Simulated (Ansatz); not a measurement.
Relaxation of a periodic cell of 33 atoms, Al32O (host Al, host structure fcc, interstitial O), to a largest force component of 0.03 eV/Å in at most 60 steps.

Method: Ansatz, DFT PBEsol, scalar-relativistic, plane waves, PAW. Settings: PAW set soft_1, cutoff 420 eV, k mesh 2x2x2, fermi-dirac smearing 0.15 eV, no spin polarisation.

```xyz
33
Lattice="8.1000 0.0000 0.0000 0.0000 8.1000 0.0000 0.0000 0.0000 8.1000" Properties=species:S:1:pos:R:3
Al 4.050 0.000 0.000
Al 6.075 2.025 0.000
Al 6.075 0.000 2.025
Al 0.000 0.000 0.000
Al 2.025 2.025 0.000
Al 4.050 4.050 0.000
Al 6.075 6.075 0.000
Al 2.025 0.000 2.025
Al 4.050 2.025 2.025
Al 6.075 4.050 2.025
Al 4.050 0.000 4.050
Al 6.075 2.025 4.050
Al 6.075 0.000 6.075
Al 0.000 4.050 0.000
Al 2.025 6.075 0.000
Al 0.000 2.025 2.025
Al 2.025 4.050 2.025
Al 4.050 6.075 2.025
Al 0.000 0.000 4.050
Al 2.025 2.025 4.050
Al 4.050 4.050 4.050
Al 6.075 6.075 4.050
Al 2.025 0.000 6.075
Al 4.050 2.025 6.075
Al 6.075 4.050 6.075
Al 0.000 6.075 2.025
Al 0.000 4.050 4.050
Al 2.025 6.075 4.050
Al 0.000 2.025 6.075
Al 2.025 4.050 6.075
Al 4.050 6.075 6.075
Al 0.000 6.075 6.075
O 0.970 3.081 7.065
```

Q: Where does it end, and by what steps?

A: It converged. The force dipped under the threshold on the way, but the program's further checks kept it going. Limits of this set-up: coarse k mesh, PAW files made for another functional, a small cell, in which the defect meets its images. After 4 steps the energy has fallen by 0.942 eV; Al14 moved furthest, 0.15 Å.

```csv
step,energy less start (eV),largest force component (eV/Å),accepted
0,0.0000,2.172,yes
1,-0.6112,1.249,yes
2,-0.9287,0.238,yes
3,-0.9419,0.006,yes
4,-0.9419,0.006,yes
```

```xyz
33
Lattice="8.1000 0.0000 0.0000 0.0000 8.1000 0.0000 0.0000 0.0000 8.1000" Properties=species:S:1:pos:R:3
Al 4.085 -0.035 -0.001
Al 6.046 2.016 0.010
Al 6.066 -0.006 2.032
Al -0.012 -0.026 0.010
Al 2.109 1.941 0.084
Al 4.076 4.062 0.010
Al 6.038 6.112 -0.002
Al 2.023 -0.035 2.061
Al 4.085 2.027 2.061
Al 6.037 4.050 2.061
Al 4.056 -0.006 4.042
Al 6.038 2.027 4.013
Al 6.037 -0.035 6.075
Al -0.087 4.137 0.086
Al 2.034 6.104 0.010
Al -0.012 2.015 2.051
Al 2.035 4.062 2.051
Al 4.056 6.084 2.032
Al 0.000 -0.035 4.013
Al 2.034 2.016 4.022
Al 4.085 4.051 4.013
Al 6.066 6.084 4.042
Al 2.035 -0.026 6.064
Al 4.076 2.015 6.064
Al 6.046 4.062 6.064
Al 0.000 6.113 2.061
Al -0.012 4.062 4.022
Al 2.023 6.113 4.013
Al -0.086 1.940 5.989
Al 2.110 4.136 5.989
Al 4.085 6.113 6.075
Al -0.012 6.104 6.064
O 1.010 3.040 7.087
```

The run took 32 s on 2 threads of Arm Neoverse V2, with other jobs on the host, peak memory 1 GiB.
